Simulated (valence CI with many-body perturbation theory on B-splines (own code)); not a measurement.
**Ru30+: electric-dipole lines**

Calculated by configuration interaction combined with many-body perturbation theory (CI+MBPT): four valence electrons over a frozen Dirac-Fock core [Ne], a basis of 11 s, 11 p, 10 d, 8 f, 5 g, 2 h functions for each j, with the one-electron correlation potential Σ1, the two-electron term Σ2, the three-electron term Σ3, Breit, model QED; selected CI, second order for the rest, scaled by the run's own slope (own B-spline code, finite nucleus).

The last digits are not significant, and no measured levels were compared; by estimate large intervals hold to a few tenths of a per cent, small ones and those within an open d or f shell to about a per cent. Among the levels kept, up to 710 cm⁻¹ of a level comes from second order outside the variational space, and about a tenth of that is noise between levels of different J, which matters for small intervals.

Lines 1 to 50 of 547 in falling wavelength, among levels below 3297.0 × 10³ cm⁻¹, chosen from the strongest by gf and those to the six lowest levels. Wavelengths and rates use the calculated energies. Electric multipoles are in the length gauge with retardation, E1 and E2 with the static RPA response of the core. Weak lines are less certain than strong ones. Lines between different terms over intervals too small for the method are left out, as are lines whose strength nearly cancels. The highest levels of a list are the least certain.

Names give the largest LS component (configuration and term), which can be under half, so a name can repeat, a term be missing and a line seem to break the LS rules; names also repeat where a configuration has a term twice. Letters in brackets count levels of one name in rising energy.

```
λ vac (Å)                Upper                Lower   A (s⁻¹)  log gf  Branch %
    323.0         3s 3p3 5S°_2         3s2 3p2 3P_2  1.60e+07   -2.90       0.5
    287.2         3s 3p3 3D°_1         3s2 3p2 1S_0  2.00e+07   -3.13       0.1
    229.1         3s 3p3 3D°_1         3s2 3p2 3P_2  2.37e+08   -2.25       0.8
    200.7         3p3 3d 3G°_5   3s 3p2 3d 3F_4 [c]  2.67e+09   -0.75       6.4
    196.8      3s 3p 3d2 3H°_5         3s2 3d2 1G_4  1.88e+09   -0.92       1.8
    195.1         3s 3p3 3D°_2         3s2 3p2 3P_2  1.91e+08   -2.26       3.3
    183.3         3s 3p3 5S°_2         3s2 3p2 1D_2  1.13e+09   -1.55      38.5
    180.1       3s 3p2 3d 5F_5      3s2 3p 3d 3F°_4  2.32e+09   -0.91     100.0
    174.5         3s 3p3 3D°_3         3s2 3p2 3P_2  2.23e+09   -1.15      44.3
    174.5         3p3 3d 3G°_3   3s 3p2 3d 3F_3 [b]  2.81e+09   -1.05       4.9
    171.3         3s 3p3 5S°_2         3s2 3p2 3P_1  1.78e+09   -1.41      60.9
    169.1         3s 3p3 3P°_1         3s2 3p2 1S_0  9.84e+08   -1.90       1.8
    169.1         3p3 3d 1G°_4   3s 3p2 3d 3D_3 [c]  2.39e+09   -1.03       2.4
    163.9  3s2 3p 3d 3F°_2 [a]         3s2 3p2 3P_2  5.53e+08   -1.95      19.7
    161.6     3p3 3d 3F°_3 [b]   3s 3p2 3d 3D_2 [d]  4.02e+09   -0.96       2.7
    160.7         3p3 3d 5D°_4   3s 3p2 3d 3D_3 [a]  3.50e+09   -0.91       4.0
    152.8         3p3 3d 1G°_4   3s 3p2 3d 3F_4 [b]  3.21e+09   -1.00       3.2
    148.7         3s 3p3 3D°_1         3s2 3p2 1D_2  3.93e+09   -1.41      13.9
    148.1     3p3 3d 3F°_4 [b]       3s 3p2 3d 3G_5  5.41e+09   -0.80       8.3
    147.6         3p3 3d 3G°_5       3s 3p2 3d 3G_5  4.43e+09   -0.80      10.7
    147.1         3s 3p3 3P°_1         3s2 3p2 3P_2  6.09e+08   -2.23       1.1
    146.5         3s 3p3 3S°_1         3s2 3p2 1S_0  1.53e+09   -1.83       0.7
    144.8  3s 3p 3d2 5D°_3 [b]         3s2 3d2 1D_2  4.40e+09   -1.01       3.8
    142.9     3p3 3d 3D°_2 [a]   3s 3p2 3d 3P_2 [a]  6.15e+09   -1.03       6.7
    142.7         3p3 3d 5D°_3   3s 3p2 3d 3F_4 [a]  8.35e+09   -0.75       7.8
    140.7         3s 3p3 3D°_1         3s2 3p2 3P_1  5.36e+08   -2.32       1.9
    140.6         3p3 3d 3G°_3       3s 3p2 3d 1G_4  4.84e+09   -1.00       8.5
    140.5             3p4 3P_2         3s 3p3 3D°_3  1.00e+10   -0.83      31.4
    139.5     3p3 3d 3F°_3 [a]       3s 3p2 3d 5P_3  4.82e+09   -1.01       6.1
    139.2  3s2 3p 3d 3F°_2 [b]         3s2 3p2 3P_2  1.41e+09   -1.69       4.0
    138.0      3s 3p 3d2 5G°_5       3s 3p2 3d 3G_5  5.12e+09   -0.79       9.4
    136.8      3s2 3p 3d 3D°_1         3s2 3p2 1S_0  9.82e+08   -2.08       0.5
    136.1         3p3 3d 3D°_3   3s 3p2 3d 3F_4 [b]  6.51e+09   -0.90       3.3
    136.1   3s 3p2 3d 3P_2 [a]  3s2 3p 3d 3P°_2 [a]  7.53e+09   -0.98       5.4
    135.6     3p3 3d 3D°_2 [a]       3s 3p2 3d 5D_3  1.58e+10   -0.66      17.3
    134.3     3p3 3d 3D°_2 [a]       3s 3p2 3d 5P_2  6.77e+09   -1.04       7.4
    133.6         3s 3p3 3D°_2         3s2 3p2 1D_2  2.36e+08   -2.50       4.1
    131.2      3s2 3p 3d 3F°_3         3s2 3p2 3P_2  5.05e+08   -2.04       2.0
    130.3     3p3 3d 3F°_3 [a]       3s 3p2 3d 5D_4  1.88e+10   -0.47      23.8
    129.7         3s 3p3 3S°_1         3s2 3p2 3P_2  1.48e+09   -1.95       0.7
    129.2         3p3 3d 1G°_4   3s 3p2 3d 3F_4 [a]  1.46e+10   -0.48      14.6
    128.9         3p3 3d 5D°_4       3s 3p2 3d 5P_3  6.26e+09   -0.85       7.2
    128.7     3p3 3d 3F°_2 [a]   3s 3p2 3d 5F_3 [b]  1.55e+10   -0.72      31.4
    127.3         3p3 3d 5D°_4       3s 3p2 3d 5F_5  2.73e+10   -0.22      31.3
    127.1         3s 3p3 3D°_2         3s2 3p2 3P_1  5.33e+09   -1.19      92.6
    126.1  3s 3p 3d2 3F°_4 [c]   3s 3p2 3d 3D_3 [e]  5.42e+09   -0.93       4.6
    125.7      3s 3p 3d2 5G°_4       3s 3p2 3d 1G_4  4.80e+09   -0.99       7.3
    125.3     3p3 3d 3F°_3 [a]       3s 3p2 3d 5F_4  8.23e+09   -0.87      10.4
    125.1  3s 3p 3d2 3F°_4 [b]   3s 3p2 3d 3F_4 [c]  6.44e+09   -0.87       4.9
    123.7         3p3 3d 1G°_4   3s 3p2 3d 3F_3 [a]  1.19e+10   -0.61      12.0
```

Q: How does gf follow from A for the line at 152.8 Å?

A: gf = 1.4992 × (2J+1)_upper × A / σ², with σ = 654609 cm⁻¹ and 2J+1 = 9: gf = 0.101.
